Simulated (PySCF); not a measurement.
Two-component Hartree-Fock for Hf³⁺ (hafnium, charge +3)

Start: [Xe] 4f14 5d1; 5d3/2 filled at m_j = +3/2. Calculated with PySCF 2.14 in x2c-TZVPPall-2c: generalised Hartree-Fock with the X2C-1e Hamiltonian and a Gaussian nucleus; one run each with spin-orbit coupling (SO) switched off, then screened by Boettger's factors.

| spinor shell | electrons | ε, spin-free (eV) | ε, screened SO (eV) | weight of nominal j (screened SO) | rms radius, screened SO (bohr) |
| --- | --- | --- | --- | --- | --- |
| 1s1/2 | 2 | -65720.0 | -65701.6 | 1.000 | 0.0215 |
| 2s1/2 | 2 | -11400.2 | -11394.5 | 1.000 | 0.0869 |
| 2p1/2 | 2 | -10014.7 | -10863.8 | 1.000 | 0.0740 |
| 2p3/2 | 4 | -10014.7 | -9666.4 | 1.000 | 0.0812 |
| 3s1/2 | 2 | -2678.9 | -2677.0 | 1.000 | 0.222 |
| 3p1/2 | 2 | -2257.6 | -2441.9 | 1.000 | 0.214 |
| 3p3/2 | 4 | -2257.6 | -2180.7 | 1.000 | 0.228 |
| 3d3/2 | 4 | -1754.3 | -1787.2 | 1.000 | 0.202 |
| 3d5/2 | 6 | -1754.3 | -1730.7 | 1.000 | 0.206 |
| 4s1/2 | 2 | -592.38 | -591.74 | 1.000 | 0.498 |
| 4p1/2 | 2 | -451.62 | -494.12 | 1.000 | 0.508 |
| 4p3/2 | 4 | -451.62 | -433.68 | 1.000 | 0.541 |
| 4d3/2 | 4 | -266.09 | -272.67 | 1.000 | 0.571 |
| 4d5/2 | 6 | -266.09 | -261.13 | 1.000 | 0.583 |
| 5s1/2 | 2 | -107.29 | -107.11 | 1.000 | 1.22 |
| 5p1/2 | 2 | -70.340 | -76.799 | 0.998 | 1.35 |
| 5p3/2 | 4 | -70.340 | -67.462 | 0.998 | 1.45 |
| 4f5/2 | 6 | -58.795 | -59.546 | 0.999 | 0.741 |
| 4f7/2 | 8 | -58.795 | -57.695 | 0.999 | 0.744 |
| 5d3/2 | 1 | -32.306 | -32.655 | 1.000 | 2.08 |

```tsv
quantity	spin-free	screened SO
E (hartree)	-15065.43713	-15081.28411
M_J	3/2	3/2
⟨J²⟩	3.753	3.753
⟨L²⟩	6.006	6.115
⟨S²⟩	0.751	0.859
```

Each row is a mean over spinors that exchange with the open shell spreads, by up to 2.773 eV (5p1/2).

Breit and QED terms are absent; they matter most for the inner s and p1/2 levels.

Densities and radii are taken from the X2C orbitals without a picture-change correction, which distorts them close to the nucleus.

Without spin-orbit coupling the j labels of p, d and f shells carry no meaning; the spin-free column gives the mean over the occupied spinors of each nl shell.
